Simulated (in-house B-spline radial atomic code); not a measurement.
**Ionising neutral oxygen with different functionals**

Computed with a radial B-spline atomic code at the basis-set limit: scalar-relativistic (spin-free X2C) Hamiltonian, Fermi nucleus of rms radius 2.6991 fm, spin-polarised at highest spin, spherical fractional occupations for the functionals, the average over the highest-spin determinants for Hartree-Fock. The ionisation energy is the difference of two self-consistent energies, [He] 2s2 2p4 → [He] 2s2 2p3, without Breit or QED terms; ε is the level of the shell that loses the electron (its least bound occupied spin orbital).

Hybrids are left out here: with spherical fractional occupations of an open shell their exact exchange keeps a self-interaction that integer-occupation calculations don't have.

```json
{"method": "Hartree-Fock", "rung": "Hartree-Fock", "ΔSCF (eV)": "11.87", "-ε(2p) (eV)": "13.85"}
{"method": "LDA VWN5", "rung": "LDA", "ΔSCF (eV)": "13.89", "-ε(2p) (eV)": "7.40"}
{"method": "LDA PW92", "rung": "LDA", "ΔSCF (eV)": "13.89", "-ε(2p) (eV)": "7.41"}
{"method": "LDA exchange-only", "rung": "LDA", "ΔSCF (eV)": "11.86", "-ε(2p) (eV)": "5.70"}
{"method": "PBE", "rung": "GGA", "ΔSCF (eV)": "13.67", "-ε(2p) (eV)": "7.18"}
{"method": "PBEsol", "rung": "GGA", "ΔSCF (eV)": "13.53", "-ε(2p) (eV)": "7.10"}
{"method": "BLYP", "rung": "GGA", "ΔSCF (eV)": "13.81", "-ε(2p) (eV)": "7.23"}
{"method": "RPBE", "rung": "GGA", "ΔSCF (eV)": "13.57", "-ε(2p) (eV)": "7.10"}
{"method": "PW91", "rung": "GGA", "ΔSCF (eV)": "13.74", "-ε(2p) (eV)": "7.26"}
{"method": "BP86", "rung": "GGA", "ΔSCF (eV)": "13.81", "-ε(2p) (eV)": "7.32"}
{"method": "AM05", "rung": "GGA", "ΔSCF (eV)": "13.49", "-ε(2p) (eV)": "7.06"}
{"method": "OLYP", "rung": "GGA", "ΔSCF (eV)": "13.37", "-ε(2p) (eV)": "6.89"}
{"method": "TPSS", "rung": "meta-GGA", "ΔSCF (eV)": "13.33", "-ε(2p) (eV)": "7.00"}
{"method": "SCAN", "rung": "meta-GGA", "ΔSCF (eV)": "12.90", "-ε(2p) (eV)": "6.78"}
{"method": "r2SCAN", "rung": "meta-GGA", "ΔSCF (eV)": "12.89", "-ε(2p) (eV)": "6.78"}
{"method": "revTPSS", "rung": "meta-GGA", "ΔSCF (eV)": "13.21", "-ε(2p) (eV)": "6.94"}
```

Task: How do they compare with the NIST value?

Result: NIST lists 13.618 eV (measured, ground level to ground level). Errors run from -1.76 to +0.27 eV; RPBE is closest (-0.05 eV), but part of that can be cancellation, since the calculations leave out spin-orbit coupling, Breit-QED terms, multiplet and fine-structure energies. Hartree-Fock also lacks correlation.
